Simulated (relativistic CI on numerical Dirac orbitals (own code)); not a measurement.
S⁺: q coefficients

These numbers are calculated, not measured: Dirac-Coulomb-Breit CI, separate exchange-only KLI orbitals for each configuration, valence Slater integrals scaled by 0.85, P86 correlation energy added to each configuration, derivatives by finite differences, QED left out (own radial code, finite nucleus).

Configuration list (outside the closed core [Ne]): 3s²3p³, 3s3p⁴, 3s²3p²3d, 3s²3p²4s, 3s²3p²4p, 3p⁵, 3s3p³3d, 3s²3p3d², 3s²3d³, 3s²3d²4s, 3s²3d²4p, 3s3p3d³. Double excitations out of closed p, d and f shells are left out; levels of such configurations are missing from the list, as are those of other unlisted configurations, and high levels can miss mixing partners.

With x = (α/α₀)² − 1 an excitation energy changes as ω = ω₀ + qx; K = 2q/ω₀ is the relative enhancement. Terms are leading LS components, so labels can repeat.

Lowest level 3s²3p³ ⁴S°3/2.

| Level | ω₀ (cm⁻¹) | q (cm⁻¹) | K |
| --- | --- | --- | --- |
| 3s²3p³ ²D°3/2 | 15722.8 | -53.12 | -0.00676 |
| 3s²3p³ ²D°5/2 | 15757.6 | 13.61 | 0.00173 |
| 3s²3p³ ²P°1/2 | 23838.9 | 30.23 | 0.00254 |
| 3s²3p³ ²P°3/2 | 23884.8 | 117.7 | 0.00985 |
| 3s3p⁴ ⁴P5/2 | 87115.1 | 664.1 | 0.0152 |
| 3s3p⁴ ⁴P3/2 | 87473.8 | 1027 | 0.0235 |
| 3s3p⁴ ⁴P1/2 | 87679.1 | 1229 | 0.028 |
| 3s3p⁴ ²D3/2 | 108061.5 | 676.6 | 0.0125 |
| 3s3p⁴ ²D5/2 | 108087.6 | 717.1 | 0.0133 |
| 3s²3p²3d ²P3/2 | 115797.9 | 54.68 | 0.000944 |
| 3s²3p²3d ²P1/2 | 116189.1 | 418.5 | 0.0072 |
| 3s²3p²4s ⁴P1/2 | 117960.2 | -818.8 | -0.0139 |
| 3s²3p²4s ⁴P3/2 | 118239.6 | -529.7 | -0.00896 |

For a near-neutral ion this model can misplace configurations by up to about 10,000 cm⁻¹ (more where the count of f electrons changes) and terms by 10 to 25 % of their spread. Rates follow the energies as ν³ (E1, M1) or ν⁵ (E2), so they and the lifetimes can be off by large factors. The fine structure of a lone outer electron comes out too small, for d and f at times inverted, and misplaced configurations move strength between like terms.
